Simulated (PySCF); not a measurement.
H4Sn, singlet, geometry from GFN2-xTB (such geometries of metal compounds can be far from the true shape) (core potentials on Sn); DF-PBE/def2-SVPD in PySCF.

The PySCF input:
```python
from pyscf import gto, scf, dft

mol = gto.M(
    atom='''
Sn    0.000000   -0.000000   -0.000000
H    -1.092443    1.126904   -0.470603
H     0.231785   -1.076256   -1.213574
H    -0.560183   -0.783687    1.325459
H     1.420841    0.733038    0.358718
''',
    basis='def2-svpd',
    ecp={'Sn': 'def2-svpd'},
    charge=0,
    spin=0,
    verbose=4,
)

mf = dft.RKS(mol)
mf.xc = 'pbe'
mf = mf.density_fit(auxbasis='def2-universal-jkfit')
mf.kernel()
```

It wrote (shortened):

```
PySCF version 2.14.0

[INPUT] verbose = 4
[INPUT] num. atoms = 5
[INPUT] num. electrons = 26
[INPUT] charge = 0
[INPUT] spin (= nelec alpha-beta = 2S) = 0
[INPUT] symmetry False subgroup None
[INPUT] Mole.unit = angstrom
[INPUT] Symbol           X                Y                Z      unit          X                Y                Z       unit  Magmom
[INPUT]  1 Sn     0.000000000000   0.000000000000   0.000000000000 AA    0.000000000000   0.000000000000   0.000000000000 Bohr   0.0
[INPUT]  2 H     -1.092443000000   1.126904000000  -0.470603000000 AA   -2.064418076698   2.129539928677  -0.889310783399 Bohr   0.0
[INPUT]  3 H      0.231785000000  -1.076256000000  -1.213574000000 AA    0.438010169782  -2.033829079920  -2.293322491893 Bohr   0.0
[INPUT]  4 H     -0.560183000000  -0.783687000000   1.325459000000 AA   -1.058592449637  -1.480953797382   2.504754499340 Bohr   0.0
[INPUT]  5 H      1.420841000000   0.733038000000   0.358718000000 AA    2.685000356553   1.385241058899   0.677878775952 Bohr   0.0

nuclear repulsion = 29.6067997377712
number of shells = 28
number of NR pGTOs = 107
number of NR cGTOs = 64
basis = def2-svpd
ecp = {'Sn': 'def2-svpd'}

******** <class 'pyscf.df.df_jk.DFRKS'> ********
method = DFRKS
initial guess = minao
damping factor = 0
level_shift factor = 0
DIIS = <class 'pyscf.scf.diis.CDIIS'>
diis_start_cycle = 1
diis_space = 8
diis_damp = 0
SCF conv_tol = 1e-09
SCF conv_tol_grad = None
SCF max_cycles = 50
direct_scf = False
XC library pyscf.dft.libxc version 7.1.2
    S. Lehtola, C. Steigemann, M. J. T. Oliveira, and M. A. L. Marques,  SoftwareX 7, 1–5 (2018)
XC functionals = pbe
    J. P. Perdew, K. Burke, and M. Ernzerhof,  Phys. Rev. Lett. 77, 3865 (1996)
    J. P. Perdew, K. Burke, and M. Ernzerhof,  Phys. Rev. Lett. 78, 1396 (1997)
    J. P. Perdew, K. Burke, and M. Ernzerhof,  Phys. Rev. Lett. 77, 3865 (1996)
    J. P. Perdew, K. Burke, and M. Ernzerhof,  Phys. Rev. Lett. 78, 1396 (1997)
radial grids:
    Treutler-Ahlrichs [JCP 102, 346 (1995); DOI:10.1063/1.469408] (M4) radial grids

becke partition: Becke, JCP 88, 2547 (1988); DOI:10.1063/1.454033
pruning grids: <function nwchem_prune>
grids dens level: 3
symmetrized grids: False
atomic radii adjust function: <function treutler_atomic_radii_adjust>
small_rho_cutoff = 0
Set gradient conv threshold to 3.16228e-05
Initial guess from minao.
tot grids = 61192
init E= -193.473794466772
  HOMO = -0.926181769098417  LUMO = -0.531668818335903  gap/eV = 10.73524
cycle= 1 E= -215.236566172111  delta_E= -21.8  |g|= 2.67  |ddm|= 8.42
  HOMO = -0.0710841895658726  LUMO = 0.0483970956101283  gap/eV = 3.25125
cycle= 2 E= -213.661128330567  delta_E= 1.58  |g|= 4.44  |ddm|= 8.62
  HOMO = -0.285167745314435  LUMO = -0.00824664872236891  gap/eV = 7.53541
cycle= 3 E= -216.621366722594  delta_E= -2.96  |g|= 0.135  |ddm|= 2.77
  HOMO = -0.294418611716127  LUMO = -0.0187097851843934  gap/eV = 7.50242
cycle= 4 E= -216.627457941876  delta_E= -0.00609  |g|= 0.0683  |ddm|= 0.389
  HOMO = -0.294065896264786  LUMO = -0.0177982669290175  gap/eV = 7.51763
cycle= 5 E= -216.629462631055  delta_E= -0.002  |g|= 0.00153  |ddm|= 0.148
  HOMO = -0.294302615084237  LUMO = -0.0178579027337316  gap/eV = 7.52244
cycle= 6 E= -216.629463095063  delta_E= -4.64e-07  |g|= 8.25e-05  |ddm|= 0.00231
  HOMO = -0.294256261970267  LUMO = -0.0178355458158483  gap/eV = 7.52179
cycle= 7 E= -216.629463098104  delta_E= -3.04e-09  |g|= 2.21e-05  |ddm|= 0.00019
  HOMO = -0.294265353469824  LUMO = -0.0178397150003482  gap/eV = 7.52192
cycle= 8 E= -216.629463098344  delta_E= -2.4e-10  |g|= 6.56e-07  |ddm|= 4.71e-05
  HOMO = -0.294265177222099  LUMO = -0.0178396341610245  gap/eV = 7.52192
Extra cycle  E= -216.629463098345  delta_E= -6.82e-13  |g|= 6.94e-07  |ddm|= 2.18e-06
converged SCF energy = -216.629463098345
```
